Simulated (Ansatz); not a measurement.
BrH4NOSi, SMILES `N[SiH](O)Br`, relaxed with RKS PBE-D4/def2-SVP in the Gaussian-basis code of Ansatz from a rough embedded geometry. The force threshold is 0.03 eV/Å; the program also tests the step.

The species carries charge 0 and has multiplicity 1.

Start:

```xyz
8

N    -1.043   -0.367    0.195
Si    0.531    0.017    0.118
O     0.637    0.628   -1.388
Br    1.005    1.560    1.585
H    -1.284   -0.729    1.173
H    -1.271   -1.195   -0.399
H     1.361   -1.214    0.310
H     0.064    1.299   -1.593
```

Q: How much energy does the relaxation release, and in how many steps? (An estimate is asked.)

A: Ansatz gave: 18.01 kcal/mol, in 8 steps.

Q: Which bonds change most? (An estimate is asked.)

A: Computed: N1–Si2 from 1.622 to 1.728 Å; Si2–Br4 from 2.182 to 2.253 Å; O3–H8 from 0.906 to 0.975 Å; N1–H5 from 1.070 to 1.022 Å.

Q: Give the relaxed structure. (An estimate is asked.)

A: Ansatz gave: 
```xyz
8

N    -1.075   -0.524    0.282
Si    0.565   -0.027    0.060
O     0.783    0.647   -1.451
Br    0.927    1.432    1.739
H    -1.492   -0.492    1.214
H    -1.460   -1.288   -0.279
H     1.644   -1.057    0.128
H     0.109    1.308   -1.694
```
